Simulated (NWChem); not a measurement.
The numbers come from NWChem runs, not from measurements. System: sulfur tetrafluoride (F4S), charge 0, spin multiplicity 1, at a geometry optimised with B3LYP/def2-SVP. Level: MP2/def2-TZVP, 9 core orbitals frozen.

Input file:

```
start mol
memory heap 200 mb stack 900 mb global 1100 mb
geometry units angstroms nocenter noautoz
  F      0.000000     1.229437     0.624997
  S      0.000000     0.000000    -0.388014
  F      1.669387     0.000000    -0.280095
  F     -1.669387     0.000000    -0.280095
  F      0.000000    -1.229437     0.624997
  symmetry group C2v
end
basis spherical
  * library def2-tzvp
end
scf
  rhf
  nopen 0
  maxiter 100
  thresh 1e-7
  semidirect memsize 60000000 filesize 0
end
mp2
  freeze core 9
end
task mp2 energy
```

Part of the output:

```
             Northwest Computational Chemistry Package (NWChem) 7.3.0
             --------------------------------------------------------

                                NWChem Input Module
                                -------------------

 Scaling coordinates for geometry "geometry" by  1.889725989
 (inverse scale =  0.529177249)

 Turning off AUTOSYM since
 SYMMETRY directive was detected!

                             Geometry "geometry" -> ""
                             -------------------------

 Output coordinates in angstroms (scale by  1.889725989 to convert to a.u.)

  No.       Tag          Charge          X              Y              Z
 ---- ---------------- ---------- -------------- -------------- --------------
    1 F                    9.0000     0.00000000     1.22943700     0.62499700
    2 S                   16.0000     0.00000000     0.00000000    -0.38801400
    3 F                    9.0000     1.66938700     0.00000000    -0.28009500
    4 F                    9.0000    -1.66938700     0.00000000    -0.28009500
    5 F                    9.0000     0.00000000    -1.22943700     0.62499700

 Effective nuclear repulsion energy (a.u.)     292.8326828677

            Nuclear Dipole moment (a.u.)
            ----------------------------
        X                 Y               Z
 ---------------- ---------------- ----------------
     0.0000000000     0.0000000000     0.0000226767

      Symmetry information
      --------------------

 Group name             C2v
 Group number             16
 Group order               4
 No. of unique centers     3

      Symmetry unique atoms

     1    2    3


 Summary of "ao basis" -> "" (spherical)
 ------------------------------------------------------------------------------
       Tag                 Description            Shells   Functions and Types
 ---------------- ------------------------------  ------  ---------------------
 *                         def2-tzvp                  on all atoms

 Summary of "ao basis" -> "ao basis" (spherical)
 ------------------------------------------------------------------------------
       Tag                 Description            Shells   Functions and Types
 ---------------- ------------------------------  ------  ---------------------
 F                         def2-tzvp                11       31   5s3p2d1f
 S                         def2-tzvp                13       37   5s5p2d1f

                                 NWChem SCF Module
                                 -----------------

  ao basis        = "ao basis"
  functions       =   161
  atoms           =     5
  closed shells   =    26
  open shells     =     0
  charge          =   0.00
  wavefunction    = RHF
  use symmetry    = T
  symmetry adapt  = T

 Summary of "ao basis" -> "ao basis" (spherical)
 ------------------------------------------------------------------------------
       Tag                 Description            Shells   Functions and Types
 ---------------- ------------------------------  ------  ---------------------
 F                         def2-tzvp                11       31   5s3p2d1f
 S                         def2-tzvp                13       37   5s5p2d1f

      Symmetry analysis of basis
      --------------------------

        a1         58
        a2         23
        b1         40
        b2         40

 Forming initial guess at       0.2s

      Superposition of Atomic Density Guess
      -------------------------------------

 Sum of atomic energies:        -795.15181482

      Non-variational initial energy
      ------------------------------

 Total energy =    -795.870679
 1-e energy   =   -1690.899059
 2-e energy   =     602.195697
 HOMO         =      -0.358131
 LUMO         =       0.008487

      Symmetry analysis of molecular orbitals - initial
      -------------------------------------------------

  Numbering of irreducible representations:

     1 a1          2 a2          3 b1          4 b2

  Orbital symmetries:

     1 a1          2 a1          3 b2          4 b1          5 a1
     6 a1          7 b1          8 b2          9 a1         10 a1
    11 b2         12 b1         13 a1         14 a1         15 b1
    16 b2         17 a1         18 a2         19 b1         20 a1
    21 b2         22 a1         23 b2         24 b1         25 a2
    26 a1         27 b2         28 a1         29 b1         30 a1
    31 b2         32 b1         33 a1         34 b1         35 a1
    36 b2

 Starting SCF solution at       3.2s

 ----------------------------------------------
         Quadratically convergent ROHF

 Convergence threshold     :          1.000E-07
 Maximum no. of iterations :          100
 Final Fock-matrix accuracy:          1.000E-09
 ----------------------------------------------

              iter       energy          gnorm     gmax       time
             ----- ------------------- --------- --------- --------
                 1     -795.1938910088  1.96D+00  4.03D-01      3.5
                 2     -795.3682980709  3.99D-01  6.91D-02      4.1
                 3     -795.3801419753  1.53D-02  4.77D-03      5.0
                 4     -795.3801717253  1.22D-04  3.34D-05      6.2
                 5     -795.3801717265  6.91D-09  1.69D-09      8.5

       Final RHF  results
       ------------------

         Total SCF energy =   -795.380171726476
      One-electron energy =  -1688.047310051372
      Two-electron energy =    599.834455457244
 Nuclear repulsion energy =    292.832682867651

        Time for solution =      5.3s

       Symmetry analysis of molecular orbitals - final
[...]
       -----------------------------------------------

  Numbering of irreducible representations:

     1 a1          2 a2          3 b1          4 b2

  Orbital symmetries:

     1 a1          2 b2          3 a1          4 b1          5 a1
     6 a1          7 b1          8 b2          9 a1         10 a1
    11 b2         12 b1         13 a1         14 a1         15 b2
    16 b1         17 a1         18 a2         19 b1         20 a1
    21 b2         22 a1         23 b2         24 b1         25 a2
    26 a1         27 b2         28 a1         29 b1         30 a1
    31 b2         32 b1         33 a1         34 a1         35 b1
    36 a2

             Final eigenvalues
             -----------------

              1
    1  -92.3107
    2  -26.3976
    3  -26.3976
    4  -26.3142
    5  -26.3142
    6   -9.2733
    7   -6.9539
    8   -6.9535
    9   -6.9512
   10   -1.7452
   11   -1.6843
   12   -1.6132
   13   -1.5991
   14   -1.0604
   15   -0.8464
   16   -0.8438
   17   -0.8254
   18   -0.7777
   19   -0.7293
   20   -0.7290
   21   -0.7234
   22   -0.6626
   23   -0.6621
   24   -0.6543
   25   -0.6487
   26   -0.5184
   27    0.0602
   28    0.1653
   29    0.2126
   30    0.3386
   31    0.3626
   32    0.3900
   33    0.4827
   34    0.5320
   35    0.5513
   36    0.5528

                       ROHF Final Molecular Orbital Analysis
                       -------------------------------------

 Vector   24  Occ=2.000000D+00  E=-6.542558D-01  Symmetry=b1
              MO Center= -1.6D-13,  7.1D-14, -6.5D-02, r^2= 3.0D+00
   Bfn.  Coefficient  Atom+Function         Bfn.  Coefficient  Atom+Function
  ----- ------------  ---------------      ----- ------------  ---------------
    76      0.278676  3 F  pz               107     -0.278676  4 F  pz
    79      0.247929  3 F  pz               110     -0.247929  4 F  pz
     6     -0.196782  1 F  px               136     -0.196782  5 F  px
     9     -0.178257  1 F  px               139     -0.178257  5 F  px
    82      0.151838  3 F  pz               113     -0.151838  4 F  pz

 Vector   25  Occ=2.000000D+00  E=-6.487074D-01  Symmetry=a2
              MO Center=  2.3D-15, -6.7D-14, -8.1D-02, r^2= 3.1D+00
   Bfn.  Coefficient  Atom+Function         Bfn.  Coefficient  Atom+Function
  ----- ------------  ---------------      ----- ------------  ---------------
    75      0.311048  3 F  py               106     -0.311048  4 F  py
    78      0.276645  3 F  py               109     -0.276645  4 F  py
     6     -0.184190  1 F  px               136      0.184190  5 F  px
    81      0.171431  3 F  py               112     -0.171431  4 F  py
     9     -0.167596  1 F  px               139      0.167596  5 F  px

 Vector   26  Occ=2.000000D+00  E=-5.183618D-01  Symmetry=a1
              MO Center=  3.0D-12, -1.9D-15, -5.6D-01, r^2= 2.2D+00
   Bfn.  Coefficient  Atom+Function         Bfn.  Coefficient  Atom+Function
  ----- ------------  ---------------      ----- ------------  ---------------
    36      0.421648  2 S  s                 35      0.357905  2 S  s
    48     -0.314162  2 S  pz                34     -0.225317  2 S  s
    74      0.207613  3 F  px               105     -0.207613  4 F  px
    77      0.193443  3 F  px               108     -0.193443  4 F  px
    45     -0.160824  2 S  pz

 Vector   27  Occ=0.000000D+00  E= 6.017365D-02  Symmetry=b2
              MO Center= -2.9D-16,  1.2D-14, -6.0D-01, r^2= 2.2D+00
   Bfn.  Coefficient  Atom+Function         Bfn.  Coefficient  Atom+Function
  ----- ------------  ---------------      ----- ------------  ---------------
    50      0.956372  2 S  py                47      0.506828  2 S  py
     5     -0.459621  1 F  s                135      0.459621  5 F  s
    14      0.230867  1 F  pz               144     -0.230867  5 F  pz
    44      0.195160  2 S  py                81     -0.159713  3 F  py
   112     -0.159713  4 F  py                38     -0.152122  2 S  py

 Vector   28  Occ=0.000000D+00  E= 1.653359D-01  Symmetry=a1
              MO Center=  1.8D-13,  3.9D-14, -1.5D-01, r^2= 2.9D+00
   Bfn.  Coefficient  Atom+Function         Bfn.  Coefficient  Atom+Function
  ----- ------------  ---------------      ----- ------------  ---------------
    36      1.456320  2 S  s                 51      1.193837  2 S  pz
     5     -0.763633  1 F  s                135     -0.763633  5 F  s
    35      0.452094  2 S  s                 13      0.444097  1 F  py
   143     -0.444097  5 F  py                48      0.413157  2 S  pz
    34     -0.320396  2 S  s                 73     -0.272495  3 F  s

 Vector   29  Occ=0.000000D+00  E= 2.126156D-01  Symmetry=b1
              MO Center= -7.2D-13, -6.8D-15, -6.6D-01, r^2= 3.3D+00
   Bfn.  Coefficient  Atom+Function         Bfn.  Coefficient  Atom+Function
  ----- ------------  ---------------      ----- ------------  ---------------
    49      1.701945  2 S  px                73     -0.934778  3 F  s
   104      0.934778  4 F  s                 46      0.552752  2 S  px
    80      0.458781  3 F  px               111      0.458781  4 F  px
    12     -0.218109  1 F  px               142     -0.218109  5 F  px
    43      0.207454  2 S  px                37     -0.154212  2 S  px

 center of mass
 --------------
 x =   0.00000000 y =   0.00000000 z =   0.01224444

 moments of inertia (a.u.)
 ------------------
         285.917593463084           0.000000000000           0.000000000000
           0.000000000000         458.966900595862           0.000000000000
           0.000000000000           0.000000000000         583.241365968414

  Mulliken analysis of the total density
  --------------------------------------

    Atom       Charge   Shell Charges
 -----------   ------   -------------------------------------------------------
    1 F    9     9.22   0.77  1.20  0.60  1.03  0.32  2.21  2.27  0.79  0.00  0.02  0.00
    2 S   16    14.86   2.01  0.49  1.47  1.18  0.62  4.15  1.71  0.68  1.52  0.21  0.23  0.45  0.13
    3 F    9     9.36   0.77  1.20  0.60  1.02  0.35  2.22  2.28  0.91  0.00  0.01  0.00
    4 F    9     9.36   0.77  1.20  0.60  1.02  0.35  2.22  2.28  0.91  0.00  0.01  0.00
    5 F    9     9.22   0.77  1.20  0.60  1.03  0.32  2.21  2.27  0.79  0.00  0.02  0.00

       Multipole analysis of the density wrt the origin
       ------------------------------------------------

     L   x y z        total         open         nuclear
     -   - - -        -----         ----         -------
     0   0 0 0     -0.000000      0.000000     52.000000

     1   1 0 0     -0.000000      0.000000      0.000000
     1   0 1 0      0.000000      0.000000      0.000000
     1   0 0 1     -0.419263      0.000000      0.000023

     2   2 0 0    -28.606261      0.000000    179.136560
     2   1 1 0      0.000000      0.000000      0.000000
     2   1 0 1     -0.000000      0.000000      0.000000
     2   0 2 0    -23.315376      0.000000     97.158933
     2   0 1 1     -0.000000      0.000000      0.000000
     2   0 0 2    -22.874133      0.000000     38.753969

                   NWChem MP2 Semi-direct Energy/Gradient Module
                   ---------------------------------------------

  Basis functions       =    161
  Molecular orbitals    =    161
  Frozen core           =      9
  Frozen virtuals       =      0
  Active alpha occupied =     17
  Active beta occupied  =     17
  Active alpha virtual  =    135
  Active beta virtual   =    135
  Use MO symmetry       = T
  Use skeleton AO sym   = T

  AO/Fock/Back tols     =   1.0D-09  1.0D-09  1.0D-09

 GA uses MA = F    GA memory limited = T

 Available:
  local mem=  1.26D+08
 global mem=  1.44D+08
 local disk=  0.00D+00
  mp2_memr nvloc                   135
  nvloc new                   135
   1 passes of  17:        5242880                     167582                  95677914.
   1 passes of  17: M    126148515           G      144127358           F     120905635.

 Semi-direct pass number   1 of   1  for RHF alpha+beta  at        8.7s
  vrange nnbf                 12256
  mp2_eaftype                   364  avail_ma_in_mb                  1099
 EAF : mp2_eaftype filesize         364   47838957.
  mp2_eaf for mointskh                    364
Node 0 wrote    225.0 Mb in      0.1 s     Agg I/O rate:  1934.7 Mb/s
 Done moints_semi at       28.5s
  mp2_eaftype                   364  avail_ma_in_mb                   735
 EAF : mp2_eaftype filesize         364   47838957.
  mp2_eaf for kh                   364
 Done maket at       29.4s
 Done multipass loop at       29.4s

          -------------------------------------------
          SCF energy                -795.380171726476
          Correlation energy          -1.211788471386
          Singlet pairs               -0.728488215091
          Triplet pairs               -0.483300256295
          Total MP2 energy          -796.591960197863
          -------------------------------------------

          ---------------------------------------------------
                    Spin Component Scaled (SCS) MP2
          Same spin pairs                     -0.322200170864
          Same spin scaling factor             0.333333333333
          Opposite spin pairs                 -0.889588300523
          Opposite spin scaling fact.          1.200000000000
          SCS-MP2 correlation energy          -1.174906017582
          Total SCS-MP2 energy              -796.555077744058
          ---------------------------------------------------

 -----------------------
 Performance information
 -----------------------

 Timer overhead =  2.32D-07 seconds/call

               Nr. of calls         CPU time (s)                 Wall time (s)                GFlops
             ---------------    -------------------     ------------------------------   -------------------
Name         Min   Avg   Max    Min     Avg     Max     Min     Avg     Max   Mx/calls   Min     Max     Sum
mp2: moin     1     1     1    20.     20.     20.      20.     20.     20.     20.      0.0     0.0     0.0
mp2: make     1     1     1   0.91    0.91    0.91     0.91    0.91    0.91    0.91      0.0     0.0     0.0
mp2: tota     1     1     1    21.     21.     21.      21.     21.     21.     21.      0.0     0.0     0.0

 The average no. of pstat calls per process was 3.00D+00
 with a timing overhead of 6.96D-07s

 Task  times  cpu:       29.4s     wall:       29.4s

 Total times  cpu:       29.4s     wall:       29.4s
```
